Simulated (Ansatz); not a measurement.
Consider the substitution at a C–C bond: `CC(C)(C)c1ccccc1C(=O)O` + `[NH]=[V]([F])([F])[F]` → `CC(C)(C)[N]=[V]([F])([F])[F]` + `O=C(O)c1ccccc1`.

Program: Ansatz. Geometries: PBE0-D4/def2-TZVP. ΔE: electronic, gas phase. CCSD(T)/CBS adds triple-zeta CCSD(T) − MP2 to the extrapolated MP2 energy (def2 sets, frozen cores). For V outer-core shells are correlated without core-valence functions, which leaves a few kJ/mol of doubt a bond. Scalar relativity is left out up to krypton. Each species was taken in one conformer, which may not be the lowest.

```json
{"species": "`CC(C)(C)c1ccccc1C(=O)O`", "CCSD(T)/CBS(def2) energy (Eh)": "-577.38458"}
{"species": "`[NH]=[V]([F])([F])[F]`", "CCSD(T)/CBS(def2) energy (Eh)": "-1298.27820"}
{"species": "`CC(C)(C)[N]=[V]([F])([F])[F]`", "CCSD(T)/CBS(def2) energy (Eh)": "-1455.34291"}
{"species": "`O=C(O)c1ccccc1`", "CCSD(T)/CBS(def2) energy (Eh)": "-420.34579"}
```

Work out ΔE.

ΔE = (-1455.34291) + (-420.34579) − (-577.38458) − (-1298.27820) = -0.02592 Eh = -68.1 kJ/mol.

Largest T1 diagnostic among the species: 0.029, so the coupled-cluster value is less sure than usual.

The D4 term adds +16.6 kJ/mol with B3LYP and +10.2 kJ/mol with PBE0; it sums over pairs of atoms, weighted by their polarisabilities, and B3LYP, whose exchange is more repulsive, gets the larger term. Leaving LDA and LC-ωPBE aside and taking each functional with its dispersion term where it has one, the values, not all of them listed here, spread over 26.5 kJ/mol, from B2PLYP to ωB97M-V. LDA lies +21.1 kJ/mol from PBE without D4. In def2-TZVPP, CCSD(T) changes the Hartree–Fock value by +39.9 kJ/mol (the triples alone add +7.7 kJ/mol) and MP2 by +20.2 kJ/mol.

B3LYP here is the variant with VWN-RPA as its local correlation; programs differ in this.
